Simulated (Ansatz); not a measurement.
Reaction (ligand exchange at a Ge–N bond): `[NH2][Ge][OH]` + HBr → `[OH][Ge][Br]` + NH₃

Program: Ansatz. Geometries: PBE0-D4/def2-TZVP. ΔE: electronic, gas phase. CCSD(T)/CBS is the MP2 limit (def2-TZVPP, def2-QZVPP) plus CCSD(T) − MP2 in def2-TZVPP, frozen cores. This one scheme is used for every species. For Br, Ge outer-core shells are correlated without core-valence functions, which leaves a few kJ/mol of doubt a bond. Scalar relativity is left out up to krypton. Each species was taken in one conformer, which may not be the lowest.

```csv
species,CCSD(T)/CBS(def2) energy (Eh)
`[NH2][Ge][OH]`,-2207.83457
HBr,-2573.91920
`[OH][Ge][Br]`,-4725.27533
NH₃,-56.50880
```

Q: Work out ΔE.

A: ΔE = (-4725.27533) + (-56.50880) − (-2207.83457) − (-2573.91920) = -0.03036 Eh = -79.7 kJ/mol.

Largest T1 diagnostic among the species: 0.014.

Leaving LDA and LC-ωPBE aside and taking each functional with its dispersion term where it has one, the values, not all of them listed here, spread over 9.7 kJ/mol, from PBE-D4 to CAM-B3LYP-D4. LDA lies +10.7 kJ/mol from PBE without D4. In def2-TZVPP, CCSD(T) changes the Hartree–Fock value by +10.7 kJ/mol (the triples alone add −0.3 kJ/mol) and MP2 by +8.7 kJ/mol.
